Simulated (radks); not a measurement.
The numbers below are computed, except where a source is named.
The zirconium ion Zr5+ is in [Ar] 3d10 4s2 4p(1/2: 2, 3/2: 3). Level of theory: Dirac Kohn-Sham, relativistic LDA (MacDonald-Vosko exchange, VWN5 correlation), spin-unpolarised, spherical densities, finite nucleus; Fermi nuclear charge, rms radius of each element as measured or else 0.836 A^(1/3) + 0.57 fm (a radial shooting solver on a logarithmic mesh with Libxc functionals). Sub-shells are occupied by j as written (lower j first in brackets). One electron is removed from 4s1/2, 4p1/2, 3d5/2, 4p3/2 in turn, with full relaxation. Which removal costs least, and what does each cost?

Answer. 4p3/2 97.132 eV; 4p1/2 99.349 eV; 4s1/2 121.75 eV; 3d5/2 255.97 eV. The 4p3/2 electron leaves first.
